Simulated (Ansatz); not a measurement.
Basis sets compared for (KCl)2 ring (K₂Cl₂). Charge 0, multiplicity 1. Geometry PBE0-D4/def2-TZVP. Ansatz on 4 threads of Arm Neoverse V2 on a shared host; times are rough, and most runs start from earlier orbitals.

Cartesian coordinates in Å:
```
K 0.883 -1.745 0.159
Cl 0.956 0.315 -1.852
K -0.882 1.745 -0.159
Cl -0.957 -0.315 1.851
```

The 6-31G sets use Cartesian d functions. B3LYP takes the VWN-RPA correlation.

Binding counts from free atoms (K doublet, Cl doublet) in the same basis, without a counterpoise term.

```json
{"level": "HF/STO-3G", "functions": "44", "energy (Eh)": "-2095.5947", "HOMO (eV)": "-6.70", "LUMO (eV)": "5.02", "binding per atom (eV)": "2.41", "wall time": "0.15 s"}
{"level": "HF/6-31G", "functions": "84", "energy (Eh)": "-2117.4330", "HOMO (eV)": "-9.89", "LUMO (eV)": "0.24", "binding per atom (eV)": "2.09", "wall time": "0.4 s"}
{"level": "PBE-D4/def2-SVP", "functions": "84", "energy (Eh)": "-2119.2029", "HOMO (eV)": "-5.03", "LUMO (eV)": "-1.23", "binding per atom (eV)": "2.61", "wall time": "0.75 s"}
{"level": "B3LYP-D4/6-31G", "functions": "84", "energy (Eh)": "-2120.4222", "HOMO (eV)": "-6.39", "LUMO (eV)": "-1.01", "binding per atom (eV)": "2.57", "wall time": "1.2 s"}
{"level": "PBE0-D4/def2-SVP", "functions": "84", "energy (Eh)": "-2119.3845", "HOMO (eV)": "-6.37", "LUMO (eV)": "-0.73", "binding per atom (eV)": "2.61", "wall time": "1.1 s"}
```

Estimate the rows for HF/def2-TZVP, PBE-D4/def2-TZVP, B3LYP-D4/def2-TZVP, PBE0-D4/def2-TZVP.


```tsv
level	functions	energy (Eh)	HOMO (eV)	LUMO (eV)	binding per atom (eV)	wall time
HF/def2-TZVP	140	-2117.5607	-9.89	0.41	2.04	0.75 s
PBE-D4/def2-TZVP	140	-2119.6804	-5.42	-1.21	2.60	1.2 s
B3LYP-D4/def2-TZVP	140	-2120.5615	-6.47	-0.97	2.57	1.6 s
PBE0-D4/def2-TZVP	140	-2119.8539	-6.74	-0.71	2.59	1.5 s
```
